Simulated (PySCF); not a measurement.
An unknown shows these calculated signals:

$^{1}$H NMR (500 MHz, computed): δ 4.83 (m, 1H), 4.79 (m, 1H), 4.06 (m, 6H), 2.20 (m, 1H), 1.86 (m, 1H), 1.58 (m, 1H), 1.42 (m, 1H).

$^{13}$C{$^{1}$H} NMR (computed): δ 30.7 (CH2), 4.2 (CH2).

PySCF 2.14.0 with density-fitted response routines calculation with shieldings: GIAO PBE0/pcSseg-1 and structure optimised with GFN2-xTB; averaged over atoms made equivalent by symmetry, fast rotation or ring inversion, no solvent, one computed conformer, relativity neglected.

References, each an isolated molecule treated in the same way: $^{1}$H (σref 31.72) and $^{13}$C (σref 186.93) vs TMS.

Q: Which of these does the molecule contain: an OH group, a (CH3)2CH unit, a Si–H bond, an N-methyl group?

A: 
- An OH group: no.
- A (CH3)2CH unit: no.
- A Si–H bond: yes (δH 4.06 (m)).
- An N-methyl group: no.

The data belong to `F[Si@]1(P([SiH3])[SiH3])CC[SiH2]1`, C2H12FPSi4; they needn't prove each group on their own.

Carbon signals by region: 2 below 50 ppm.

Splittings by $^{19}$F and $^{31}$P in the carbon and heteronuclear signals aren't shown, as no couplings were computed. Shifts are as computed. Against solution values, carbons near 30 ppm lie about +3 ppm off and those near 130 ppm about +5 ppm. Of 1309 compounds with measured shifts, 239 miss one by over three times the rms of a fit or turn the order of signals round; such compounds aren't used in these exercises. Multiplicities follow the n + 1 count of equivalent neighbours, as no J values were calculated; m marks all less simple cases, F and P coupling included.
